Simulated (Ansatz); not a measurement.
Two isomers of C8H8O2: A = `CC(=O)Oc1ccccc1`, B = `Cc1ccccc1C(=O)O`.

Isolated molecules relaxed with PBE0-D4/def2-TZVP in Ansatz; ΔE leaves out vibrations. CCSD(T)/CBS is the MP2 limit (def2-TZVPP, def2-QZVPP) plus CCSD(T) − MP2 in def2-TZVPP, frozen cores. DFT in def2-TZVPP. B3LYP here is the variant with VWN-RPA as its local correlation; programs differ in this. One conformer a species, not always the lowest.

(1) Which is lower in electronic energy at CCSD(T)/CBS, and by how much? (An estimate is asked.)

(2) Give E(B) − E(A) in kJ/mol with B3LYP-D4, CCSD/def2-TZVPP, PBE-D4, HF/def2-TZVPP, CCSD(T)/def2-SVP, B2PLYP, LDA (SPW92). (Estimate.)

Largest T1 diagnostic: 0.014.

Results:

(1) Computed: B, by 47.7 kJ/mol.

(2) Ansatz gave: B3LYP-D4 -42.4, CCSD/def2-TZVPP -44.2, PBE-D4 -46.4, HF/def2-TZVPP -31.7, CCSD(T)/def2-SVP -49.5, B2PLYP -42.9, LDA (SPW92) -51.4. None reverses the order clearly.

Leaving LDA and LC-ωPBE aside and taking each functional with its dispersion term where it has one, the values, not all of them listed here, spread over 9.2 kJ/mol, from PBE-QIDH to CAM-B3LYP-D4. LDA lies −8.4 kJ/mol from PBE without D4. In def2-TZVPP, CCSD(T) changes the Hartree–Fock value by −15.0 kJ/mol (the triples alone add −2.6 kJ/mol) and MP2 by −21.9 kJ/mol.
